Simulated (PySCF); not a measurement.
Compound: germanium monoxide, GeO.
Cartesian coordinates in Å at the PBE0-D3(BJ)/def2-SVP level; atoms count from 1:
```
atom  x, y, z in Å
O1     0.8145   -0.0065   -0.0049
Ge2   -0.8089    0.0090   -0.0234
```

All values: PBE0/def2-SVPD (PySCF, non-relativistic), on one gas-phase PBE0-D3(BJ)/def2-SVP geometry that isn't relaxed in the solvent. The solvent is an IEF-PCM continuum (van der Waals radii × 1.2), and excitations are vertical TDDFT with non-equilibrium linear response and a frozen core. Specific hydrogen bonds and non-electrostatic terms are outside this model. Spin–orbit coupling is left out although an atom past zinc is present.

Gas-phase singlets (H = HOMO, L = LUMO):

```tsv
state	E (eV)	λ (nm)	f	leading configurations
S1	4.814	258	0.000	H-1→L 50%, H-2→L+1 50%
S2	5.040	246	0.044	H→L 98%
S3	5.040	246	0.044	H→L+1 98%
S4	5.128	242	0.000	H-1→L+1 41%, H-2→L 41%, H-2→L+1 9%
S5	5.128	242	0.000	H-2→L+1 41%, H-1→L 41%, H-1→L+1 9%
```

How does the list change in benzene (ε = 2.271)?

```json
{"state": "S1", "E (eV)": "5.005", "λ (nm)": "248", "f": "0.000", "leading configurations": "H-1→L 38%, H-2→L+1 38%, H-1→L+1 12%", "change by rank (eV)": "+0.191"}
{"state": "S2", "E (eV)": "5.106", "λ (nm)": "243", "f": "0.058", "leading configurations": "H→L 98%", "change by rank (eV)": "+0.066"}
{"state": "S3", "E (eV)": "5.106", "λ (nm)": "243", "f": "0.058", "leading configurations": "H→L+1 98%", "change by rank (eV)": "+0.066"}
{"state": "S4", "E (eV)": "5.291", "λ (nm)": "234", "f": "0.000", "leading configurations": "H-1→L+1 48%, H-2→L 48%", "change by rank (eV)": "+0.163"}
{"state": "S5", "E (eV)": "5.291", "λ (nm)": "234", "f": "0.000", "leading configurations": "H-2→L+1 48%, H-1→L 48%", "change by rank (eV)": "+0.163"}
```

What are the lowest 5 singlets in acetonitrile (ε = 35.69)?

```
state  E (eV)  λ (nm)      f               leading configurations  change by rank (eV)
   S1   5.264     236  0.000  H-1→L 29%, H-2→L+1 29%, H-1→L+1 20%               +0.450
   S2   5.295     234  0.061                              H→L 97%               +0.255
   S3   5.295     234  0.061                            H→L+1 97%               +0.255
   S4   5.537     224  0.000               H-1→L+1 45%, H-2→L 45%               +0.409
   S5   5.537     224  0.000               H-2→L+1 45%, H-1→L 45%               +0.409
```

How do the frontier levels move from gas to acetonitrile?

```json
{"orbital": "LUMO+2", "gas (eV)": "0.79", "solvent (eV)": "0.84", "change (eV)": "+0.05"}
{"orbital": "LUMO+1", "gas (eV)": "-2.12", "solvent (eV)": "-1.89", "change (eV)": "+0.23"}
{"orbital": "LUMO", "gas (eV)": "-2.12", "solvent (eV)": "-1.89", "change (eV)": "+0.23"}
{"orbital": "HOMO", "gas (eV)": "-8.66", "solvent (eV)": "-8.67", "change (eV)": "-0.01"}
{"orbital": "HOMO-1", "gas (eV)": "-9.04", "solvent (eV)": "-9.24", "change (eV)": "-0.20"}
{"orbital": "HOMO-2", "gas (eV)": "-9.04", "solvent (eV)": "-9.24", "change (eV)": "-0.20"}
{"orbital": "HOMO-3", "gas (eV)": "-12.88", "solvent (eV)": "-12.94", "change (eV)": "-0.06"}
```

The HOMO–LUMO gap goes from 6.54 to 6.78 eV.
